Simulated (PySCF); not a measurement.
C3H2O, SMILES O=c1cc1. Heavy atoms are numbered as in [O:1]=[c:2]1[cH:3][cH:4]1. Hydrogens are named by the atom that carries them.

Geometry: B3LYP-D3(BJ)/def2-SVP.

All values below come from PBE/pcSseg-2 run with PySCF.

GIAO shieldings, no solvent; atoms alike by connectivity are averaged. δ = σ(ref) − σ: ¹⁷O against H2O (σ = 327.5 ppm); ¹³C against TMS (σ = 181.4 ppm); ¹H against TMS (σ = 31.47 ppm), references at their B3LYP-D3(BJ)/def2-TZVP geometries, non-relativistic.

### Question
Estimate the chemical shifts. (An estimate is asked for; the answer gives what the named calculation found.)

### Answer

```json
[
 {"nucleus": "¹⁷O", "atoms": "O1", "count": "1", "δ (ppm)": "321.0"},
 {"nucleus": "¹³C", "atoms": "C3 (CH)", "count": "2", "δ (ppm)": "178.9"},
 {"nucleus": "¹³C", "atoms": "C2", "count": "1", "δ (ppm)": "154.1"},
 {"nucleus": "¹H", "atoms": "H on C3", "count": "2", "δ (ppm)": "9.90"}
]
```
